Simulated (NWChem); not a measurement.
System: C₆H₅O, doublet; SMILES Oc1[c]cccc1

NWChem input:

```
start job
memory heap 200 mb stack 900 mb global 1100 mb
geometry units angstroms noautoz
  O     -0.184345    -2.352209     0.000000
  C     -0.084637    -0.996493     0.000000
  C     -1.228733    -0.198924     0.000000
  C     -1.249925     1.179169     0.000000
  C     -0.005913     1.854218     0.000000
  C      1.179487     1.103633     0.000000
  C      1.148701    -0.300567     0.000000
  H      0.718610    -2.721199     0.000000
  H     -2.196282     1.744328     0.000000
  H      0.024175     2.954287     0.000000
  H      2.153048     1.616530     0.000000
  H      2.090909    -0.876952     0.000000
end
basis spherical
  O library def2-svp
  C library def2-svp
  H library def2-svp
end
dft
  odft
  mult 2
  xc b3lyp
  grid xcoarse
  iterations 150
  mulliken
end
task dft gradient
```

NWChem printed, in part:

```
             Northwest Computational Chemistry Package (NWChem) 7.3.0
             --------------------------------------------------------

 CS  symmetry detected

                             Geometry "geometry" -> ""
                             -------------------------

 Output coordinates in angstroms (scale by  1.889725989 to convert to a.u.)

  No.       Tag          Charge          X              Y              Z
 ---- ---------------- ---------- -------------- -------------- --------------
    1 O                    8.0000    -0.17468345    -2.34754727     0.00000000
    2 C                    6.0000    -0.07901882    -0.99153995     0.00000000
    3 C                    6.0000    -1.22548818    -0.19738634     0.00000000
    4 C                    6.0000    -1.25078974     1.18063733     0.00000000
    5 C                    6.0000    -0.00879636     1.85939314     0.00000000
    6 C                    6.0000     1.17883671     1.11234649     0.00000000
    7 C                    6.0000     1.15223836    -0.29193907     0.00000000
    8 H                    1.0000     0.72936791    -2.71384290     0.00000000
    9 H                    1.0000    -2.19882791     1.74297166     0.00000000
   10 H                    1.0000     0.01801096     2.95954697     0.00000000
   11 H                    1.0000     2.15086386     1.62814450     0.00000000
   12 H                    1.0000     2.09616102    -0.86551172     0.00000000

 Effective nuclear repulsion energy (a.u.)     258.5676499066

      Symmetry information
      --------------------

 Group name             Cs
 Group number              2
 Group order               2
 No. of unique centers    12

                                 NWChem DFT Module
                                 -----------------

 Summary of "ao basis" -> "ao basis" (spherical)
 ------------------------------------------------------------------------------
       Tag                 Description            Shells   Functions and Types
 ---------------- ------------------------------  ------  ---------------------
 O                          def2-svp                 6       14   3s2p1d
 C                          def2-svp                 6       14   3s2p1d
 H                          def2-svp                 3        5   2s1p

      Symmetry analysis of basis
      --------------------------

        a'         90
        a"         33

            General Information
            -------------------
          SCF calculation type: DFT
          Wavefunction type:  spin polarized.
          No. of atoms     :    12
          No. of electrons :    49
           Alpha electrons :    25
            Beta electrons :    24
          Charge           :     0
          Spin multiplicity:     2
          Use of symmetry is: on ; symmetry adaption is: on
          Maximum number of iterations: 150
          AO basis - number of functions:   123
                     number of shells:    57
          Convergence on energy requested:  1.00D-06
          Convergence on density requested:  1.00D-05
          Convergence on gradient requested:  5.00D-04

              XC Information
              --------------
                         B3LYP Method XC Potential
                     Hartree-Fock (Exact) Exchange  0.200
                        Slater Exchange Functional  0.800 local
                    Becke 1988 Exchange Functional  0.720 non-local
              Lee-Yang-Parr Correlation Functional  0.810
                  VWN I RPA Correlation Functional  0.190 local

             Grid Information
             ----------------
          Grid used for XC integration:  xcoarse
          Radial quadrature: Mura-Knowles
          Angular quadrature: Lebedev.
          Tag              B.-S. Rad. Rad. Pts. Rad. Cut. Ang. Pts.
          ---              ---------- --------- --------- ---------
          O                   0.60       21          12.0       194
          C                   0.70       21          11.0       194
          H                   0.35       21          12.0       194
          Grid pruning is: on
          Number of quadrature shells:   252
          Spatial weights used:  Erf1

      Superposition of Atomic Density Guess
      -------------------------------------

 Sum of atomic energies:        -302.93641210

      Non-variational initial energy
      ------------------------------

 Total energy =    -307.303128
 1-e energy   =    -921.069203
 2-e energy   =     355.198425
 HOMO         =      -0.184629
 LUMO         =       0.000008

   Symmetry analysis of molecular orbitals - initial alpha
   -------------------------------------------------------

  Numbering of irreducible representations:

     1 a'          2 a"

  Orbital symmetries:

     1 a'          2 a'          3 a'          4 a'          5 a'
     6 a'          7 a'          8 a'          9 a'         10 a'
    11 a'         12 a'         13 a'         14 a'         15 a'
    16 a'         17 a"         18 a'         19 a'         20 a'
    21 a"         22 a'         23 a"         24 a"         25 a'
    26 a"         27 a"         28 a'         29 a'         30 a'
    31 a'         32 a"         33 a'         34 a'         35 a'

   Symmetry analysis of molecular orbitals - initial beta
   ------------------------------------------------------

  Numbering of irreducible representations:

     1 a'          2 a"

  Orbital symmetries:

     1 a'          2 a'          3 a'          4 a'          5 a'
     6 a'          7 a'          8 a'          9 a'         10 a'
    11 a'         12 a'         13 a'         14 a'         15 a'
    16 a'         17 a"         18 a'         19 a'         20 a'
    21 a"         22 a'         23 a"         24 a"         25 a'
    26 a"         27 a"         28 a'         29 a'         30 a'
    31 a'         32 a"         33 a'         34 a'         35 a'

     ---------------------------------------------
      Total Density - Mulliken Population Analysis
     ---------------------------------------------

    Atom       Charge   Shell Charges
 -----------   ------   -------------------------------------------------------
    1 O    8     8.49   1.99  1.10  0.62  2.98  1.80  0.01
    2 C    6     5.66   1.99  0.93  0.14  1.71  0.80  0.07
    3 C    6     6.06   1.99  1.02  0.37  1.80  0.85  0.03
    4 C    6     6.14   1.99  0.97  0.30  1.95  0.90  0.04
    5 C    6     6.11   1.99  0.97  0.28  1.96  0.88  0.04
    6 C    6     6.11   1.99  0.97  0.28  1.96  0.88  0.04
    7 C    6     6.13   1.99  0.97  0.31  1.96  0.86  0.03
    8 H    1     0.67   0.53  0.08  0.06
    9 H    1     0.89   0.66  0.21  0.02
   10 H    1     0.91   0.67  0.22  0.02
   11 H    1     0.91   0.67  0.22  0.02
   12 H    1     0.91   0.66  0.23  0.02

     --------------------------------------------
      Spin Density - Mulliken Population Analysis
     --------------------------------------------

    Atom       Charge   Shell Charges
 -----------   ------   -------------------------------------------------------
    1 O    8     0.01   0.00  0.00 -0.00  0.01  0.00  0.00
    2 C    6     0.06   0.00  0.00 -0.01  0.05  0.01  0.01
    3 C    6     0.72   0.00  0.03  0.10  0.38  0.21  0.00
    4 C    6     0.04   0.00  0.00 -0.00  0.03 -0.00  0.01
    5 C    6     0.05   0.00  0.01 -0.00  0.04  0.01  0.00
    6 C    6     0.00   0.00  0.00 -0.00  0.00  0.00  0.00
    7 C    6     0.05   0.00  0.01 -0.00  0.03  0.01  0.00
    8 H    1     0.00   0.00  0.00  0.00
    9 H    1     0.02   0.02  0.01  0.00
   10 H    1     0.02   0.01  0.01  0.00
   11 H    1     0.00   0.00  0.00  0.00
   12 H    1     0.03   0.02  0.01  0.00

   convergence    iter        energy       DeltaE   RMS-Dens  Diis-err
 ---------------- ----- ----------------- --------- --------- ---------
 d= 0,ls=0.0,diis     1   -306.4624781150 -5.65D+02  5.78D-03  1.80D-01
                                                     5.12D-03  1.76D-01
 d= 0,ls=0.0,diis     2   -306.5036445963 -4.12D-02  2.93D-03  1.36D-01
                                                     2.74D-03  1.31D-01
 d= 0,ls=0.0,diis     3   -306.5475036260 -4.39D-02  1.15D-03  2.91D-02
                                                     1.07D-03  2.93D-02
 d= 0,ls=0.0,diis     4   -306.5597337506 -1.22D-02  4.03D-04  2.16D-03
                                                     4.01D-04  2.37D-03
 d= 0,ls=0.0,diis     5   -306.5608557776 -1.12D-03  1.63D-04  4.76D-04
                                                     1.46D-04  4.02D-04
  Resetting Diis
 d= 0,ls=0.0,diis     6   -306.5611027481 -2.47D-04  6.27D-05  2.79D-05
                                                     4.04D-05  1.68D-05
 d= 0,ls=0.0,diis     7   -306.5611198767 -1.71D-05  4.40D-05  6.89D-06
                                                     5.86D-05  1.30D-05
 d= 0,ls=0.0,diis     8   -306.5611192961  5.81D-07  3.26D-05  2.74D-05
                                                     2.68D-05  2.06D-05
 d= 0,ls=0.0,diis     9   -306.5611315301 -1.22D-05  1.71D-05  9.22D-07
                                                     1.44D-05  6.48D-07
 d= 0,ls=0.0,diis    10   -306.5611334286 -1.90D-06  1.80D-05  5.27D-07
                                                     2.00D-05  9.67D-07
 d= 0,ls=0.0,diis    11   -306.5611350924 -1.66D-06  6.59D-06  1.01D-07
                                                     6.42D-06  9.73D-08
 d= 0,ls=0.0,diis    12   -306.5611352957 -2.03D-07  3.12D-06  3.48D-08
                                                     2.90D-06  2.88D-08

         Total DFT energy =     -306.561135295665
      One electron energy =     -926.281867790982
           Coulomb energy =      404.043675740766
    Exchange-Corr. energy =      -42.890593152012
 Nuclear repulsion energy =      258.567649906562

 Numeric. integr. density =       49.002408665843

                  Occupations of the irreducible representations
                  ----------------------------------------------

                     irrep           alpha         beta
                     --------     --------     --------
                     a'               21.0         20.0
                     a"                4.0          4.0

                    DFT Final Alpha Molecular Orbital Analysis
                    ------------------------------------------

 Vector   23  Occ=1.000000D+00  E=-2.651716D-01  Symmetry=a"
              MO Center=  1.6D-03,  4.2D-01,  1.2D-14, r^2= 3.0D+00
   Bfn.  Coefficient  Atom+Function         Bfn.  Coefficient  Atom+Function
  ----- ------------  ---------------      ----- ------------  ---------------
    34      0.318342   3 C  pz               90     -0.312183   7 C  pz
    76     -0.299038   6 C  pz               48      0.290525   4 C  pz
    93     -0.221727   7 C  pz               37      0.204794   3 C  pz
    79     -0.199356   6 C  pz               51      0.194746   4 C  pz

 Vector   24  Occ=1.000000D+00  E=-2.534036D-01  Symmetry=a'
              MO Center= -1.1D+00, -1.4D-01, -8.9D-15, r^2= 2.3D+00
   Bfn.  Coefficient  Atom+Function         Bfn.  Coefficient  Atom+Function
  ----- ------------  ---------------      ----- ------------  ---------------
    32      0.493493   3 C  px               35      0.322744   3 C  px
    31     -0.276529   3 C  s                33      0.244121   3 C  py
    36      0.185928   3 C  py               18     -0.184923   2 C  px
    30     -0.157832   3 C  s                60      0.156695   5 C  px
    88      0.144125   7 C  px              104      0.126637   9 H  s

 Vector   25  Occ=1.000000D+00  E=-2.343027D-01  Symmetry=a"
              MO Center= -4.0D-02, -4.9D-02, -7.7D-16, r^2= 3.8D+00
   Bfn.  Coefficient  Atom+Function         Bfn.  Coefficient  Atom+Function
  ----- ------------  ---------------      ----- ------------  ---------------
    62      0.329420   5 C  pz                6      0.318015   1 O  pz
    20     -0.277462   2 C  pz                9      0.260058   1 O  pz
    65      0.242608   5 C  pz               90     -0.224453   7 C  pz
    34     -0.220998   3 C  pz               93     -0.180202   7 C  pz
    37     -0.162662   3 C  pz               23     -0.148863   2 C  pz

 Vector   26  Occ=0.000000D+00  E=-1.546269D-02  Symmetry=a"
              MO Center= -5.1D-02,  4.7D-01,  4.6D-15, r^2= 3.5D+00
   Bfn.  Coefficient  Atom+Function         Bfn.  Coefficient  Atom+Function
  ----- ------------  ---------------      ----- ------------  ---------------
    51      0.473928   4 C  pz               93      0.471531   7 C  pz
    79     -0.390882   6 C  pz               37     -0.370308   3 C  pz
    48      0.359027   4 C  pz               90      0.341787   7 C  pz
    34     -0.289536   3 C  pz               76     -0.285586   6 C  pz
    23     -0.095252   2 C  pz               20     -0.093287   2 C  pz

 Vector   27  Occ=0.000000D+00  E=-2.235286D-03  Symmetry=a"
              MO Center=  1.7D-02,  4.3D-01, -2.1D-16, r^2= 3.7D+00
   Bfn.  Coefficient  Atom+Function         Bfn.  Coefficient  Atom+Function
  ----- ------------  ---------------      ----- ------------  ---------------
    65      0.512998   5 C  pz               23      0.450941   2 C  pz
    20      0.407953   2 C  pz               79     -0.372085   6 C  pz
    62      0.367077   5 C  pz               76     -0.268295   6 C  pz
    37     -0.262404   3 C  pz               34     -0.206692   3 C  pz
     9     -0.199113   1 O  pz               51     -0.190326   4 C  pz

 Vector   28  Occ=0.000000D+00  E= 3.999627D-02  Symmetry=a'
              MO Center=  1.3D+00, -2.3D+00, -5.2D-16, r^2= 3.7D+00
   Bfn.  Coefficient  Atom+Function         Bfn.  Coefficient  Atom+Function
  ----- ------------  ---------------      ----- ------------  ---------------
   100      1.135864   8 H  s               120      0.844011  12 H  s
     3     -0.624392   1 O  s                91     -0.601173   7 C  px
    17     -0.315707   2 C  s                 7     -0.293537   1 O  px
    21     -0.285777   2 C  px                4     -0.236257   1 O  px
   110      0.229479  10 H  s                87     -0.227401   7 C  s

                     DFT Final Beta Molecular Orbital Analysis
                     -----------------------------------------

[...]

                         DFT ENERGY GRADIENTS

    atom               coordinates                        gradient
                 x          y          z           x          y          z
   1 O      -0.330104  -4.436221   0.000000   -0.013636   0.001521   0.000000
   2 C      -0.149324  -1.873739   0.000000   -0.000718  -0.003071   0.000000
   3 C      -2.315837  -0.373006   0.000000   -0.002097   0.000398   0.000000
   4 C      -2.363650   2.231081   0.000000    0.000937  -0.002910   0.000000
   5 C      -0.016623   3.513744   0.000000    0.000655  -0.001137   0.000000
   6 C       2.227678   2.102030   0.000000   -0.001509  -0.001678   0.000000
   7 C       2.177415  -0.551685   0.000000   -0.000303   0.003368   0.000000
   8 H       1.378305  -5.128419   0.000000    0.012540  -0.003626   0.000000
   9 H      -4.155182   3.293739   0.000000   -0.004159   0.002815   0.000000
  10 H       0.034036   5.592733   0.000000   -0.000039   0.004840   0.000000
  11 H       4.064543   3.076747   0.000000    0.004185   0.002247   0.000000
  12 H       3.961170  -1.635580   0.000000    0.004143  -0.002767   0.000000
```

Level: B3LYP/def2-SVP, spin-unrestricted. In the optimisation the excess spin sits in a' (Cs, its own frame). Coordinates come from a PBE-D3(BJ)/def2-SVP, spin-unrestricted optimisation. No frequency run checked for a minimum. No stability test was run on the SCF state.
